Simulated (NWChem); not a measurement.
Molecule: benzotriazole (C₆H₅N₃); SMILES c1ccc2[nH]nnc2c1

Results from NWChem. The geometry was optimised at PBE0/def2-SVP. Not confirmed as a minimum by frequencies.

**Question.** Estimate the computed values for PBE/def2-SVP. Quantities: highest occupied level (eV); orbital gap (eV); dipole (D).

**Answer.** 
| Property | Result |
|---|---|
| highest occupied level (eV) | -5.88 |
| orbital gap (eV) | 3.83 |
| dipole (D) | 3.87 |
